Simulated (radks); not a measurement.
Valence configurations of Mg (all share [Ne]). All-electron calculation, non-relativistic Kohn-Sham, PBE, spin-polarised, spherical densities, point nucleus; open shells are filled with parallel spins first. Program: a radial shooting solver on a logarithmic mesh with Libxc functionals. Energies are relative to 3s2; eigenvalues in eV for spin up.

valence      E (eV)  moment (Bohr magnetons)   e(3p)   e(3s)
3s2           0.000                        0       -  -4.699
3s1.5 3p0.5   1.515                        1  -1.997  -5.515
3s1 3p1       2.708                        2  -2.438  -6.134
3p2           6.446                        2  -3.033       -

NIST lists [Ne] 3s2 as the ground configuration; this level of theory agrees among the configurations tried. The energies are those of spherical high-spin densities, not of single terms.
